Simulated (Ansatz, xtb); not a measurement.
# Two isomers of AsGaH3

Structure X is `[GaH][AsH2]`, a doublet and structure Y is `[GaH2][AsH]`, a doublet. Both are isolated molecules in the gas phase, relaxed with r2SCAN-D4/def2-SVP; the shapes shown needn't be the lowest conformers.

X (Å):

```xyz
5

As    0.0598   -0.3926   -1.2945
Ga    0.7274    1.2262    0.4260
H    -0.1733    2.5456    0.5309
H    -1.2593   -0.5842   -0.5478
H     0.7119   -1.5803   -0.6009
```

Y (Å):

```json
{"atom": "As", "x (Å)": "-0.0930", "y (Å)": "-2.4229", "z (Å)": "1.1542"}
{"atom": "Ga", "x (Å)": "-1.4212", "y (Å)": "-0.5879", "z (Å)": "1.9887"}
{"atom": "H", "x (Å)": "-1.9646", "y (Å)": "0.4987", "z (Å)": "0.9972"}
{"atom": "H", "x (Å)": "-1.6777", "y (Å)": "-0.4539", "z (Å)": "3.5292"}
{"atom": "H", "x (Å)": "-1.0643", "y (Å)": "-2.5974", "z (Å)": "-0.0167"}
```

Quicker runs give these differences E(Y) − E(X): GFN2-xTB +6.2 kcal/mol; HF/STO-3G −45.2 kcal/mol (at GFN2-xTB geometries); r2SCAN-D4/def2-SVP//GFN2-xTB −12.3 kcal/mol.

Q: Estimate E(Y) − E(X) at the level CCSD(T)/def2-TZVP.

A: Calculated at CCSD(T)/def2-TZVP: E(Y) − E(X) = −3.4 kcal/mol, so structure Y lies lower.

The same difference at several levels:

| level | geometry | E(Y) − E(X) (kcal/mol) | departure from the last row (kcal/mol) | job, with rough time for the two |
| --- | --- | --- | --- | --- |
| GFN2-xTB | GFN2-xTB | +6.2 | +9.6 | optimisation, 0.12 s |
| HF/STO-3G | GFN2-xTB | −45.2 | −41.8 | single point, 15 s |
| r2SCAN-D4/def2-SVP//GFN2-xTB | GFN2-xTB | −12.3 | −8.8 | single point, 5.2 s |
| r2SCAN-D4/def2-SVP | r2SCAN-D4/def2-SVP | −1.4 | +2.0 | optimisation, 2.4 min |
| HF/def2-TZVP | r2SCAN-D4/def2-SVP | −6.6 | −3.2 | part of the CCSD(T) run |
| MP2/def2-TZVP | r2SCAN-D4/def2-SVP | −3.1 | +0.3 | part of the CCSD(T) run |
| CCSD(T)/def2-TZVP | r2SCAN-D4/def2-SVP | −3.4 |  | single point, 1.9 min |

As drawn, Y has 1 Ga–H in place of 1 As–H.

GFN2-xTB puts the two in the other order. The largest departure from CCSD(T)/def2-TZVP is that of HF/STO-3G, 41.8 kcal/mol.

With harmonic frequencies from r2SCAN-D4/def2-SVP (ideal gas, rigid rotor, one conformer each, 298.15 K, 1 atm): on the last row, ΔE + ΔZPE = −4.0, ΔH = −3.9, ΔG = −4.2 kcal/mol.

Open shells are spin-unrestricted, with notable spin contamination under HF/STO-3G. The correlated steps freeze 18 core orbitals; the filled d shell of As and Ga is correlated, in a basis made for valence electrons. Run with Ansatz 0.2.0, xtb 6.7.1; the last row on 1 thread of Intel(R) Xeon(R) Platinum 8375C CPU @ 2.90GHz (Ice Lake) on a shared host.
